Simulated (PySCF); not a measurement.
Compound: C2H9GeOP.
Numbering: `[CH3:1][O:2][Ge@H:3]([CH3:4])[PH2:5]` (hydrogens: H6, H7, H8 on C1; H9 on Ge3; H10, H11, H12 on C4; H13, H14 on P5)

Method: PBE0-D3(BJ)/def2-SVP geometry optimisation, gas phase (PySCF 2.14.0); density fitting, grid level 1; the optimiser is geomeTRIC in internal coordinates, started from a GFN2-xTB structure with every atom displaced at random (about 0.01 Å).

Step 0: E = -70046.7399 eV
```
atom  x, y, z in Å  |  force x, y, z in eV/Å
C1     -2.1778   -0.3693   -0.1662    0.084   1.132  -0.344
O2     -0.9413   -0.9497   -0.0281    0.507  -0.568  -0.267
Ge3     0.3818   -0.2950    0.9495    0.222   0.982   0.185
C4      0.8725    1.5552    0.3056   -2.013  -1.035   0.535
P5      1.9267   -2.0028    0.6719   -0.768  -0.512   0.764
H6     -2.1332    0.6170   -0.6994   -0.048  -0.332   0.106
H7     -2.8056   -1.0278   -0.7578   -0.446  -0.322  -0.250
H8     -2.6628   -0.1708    0.7925   -0.346  -0.020   0.461
H9     -0.1520   -0.1565    2.4095    0.138  -0.076  -0.104
H10     1.6242    1.9923    0.9209    0.963   0.436   0.694
H11    -0.0471    2.1868    0.3797    0.434  -0.314  -0.030
H12     1.1762    1.5203   -0.7193    0.409  -0.019  -1.008
H13     1.9342   -1.7642   -0.6974    0.059   0.114  -0.898
H14     2.9970   -1.1506    0.9109    0.805   0.534   0.156
```

**Question.** Estimate the geometry and energy of step 1. (The exact step hangs on the optimiser's Hessian estimate; all steps are aligned on step 0, rigid shifts and turns removed.)

**Answer.** E = -70046.9023 eV, largest force 0.366 eV/Å
```
atom  x, y, z in Å  |  force x, y, z in eV/Å
C1     -2.2132   -0.3181   -0.1612    0.060  -0.139  -0.005
O2     -0.9807   -0.9727   -0.0700    0.139   0.074   0.149
Ge3     0.3436   -0.3121    0.9562   -0.206  -0.135  -0.272
C4      0.8427    1.4437    0.2944    0.225   0.262  -0.071
P5      1.9918   -1.9224    0.6999    0.095   0.076  -0.082
H6     -2.1380    0.6667   -0.6588    0.000   0.063  -0.036
H7     -2.8956   -0.9433   -0.7650    0.040   0.068   0.055
H8     -2.6925   -0.1568    0.8250    0.005  -0.019   0.007
H9     -0.1726   -0.2221    2.4065   -0.021  -0.009   0.100
H10     1.6409    1.8794    0.9245   -0.108  -0.106  -0.142
H11    -0.0154    2.1283    0.3231   -0.099   0.042   0.034
H12     1.1960    1.3884   -0.7501    0.001  -0.060   0.169
H13     2.0222   -1.6767   -0.7141    0.034  -0.037   0.118
H14     3.0637   -0.9973    0.9620   -0.164  -0.081  -0.025
```

The energy changes by -0.1624 eV. The first-order estimate −F·Δx gives -0.3818 eV and the mean of the old and new forces, exact on a quadratic surface, -0.1622 eV. The step makes an angle of 75° with the force vector and moves no atom by more than 0.175 Å.

The cost below is that of the whole optimisation. Hardware: an Arm Neoverse V1 with one thread, shared host with 32 logical CPUs at a one-minute load of 24. Cost: 1.7 min wall, 0.59 GiB resident at most.
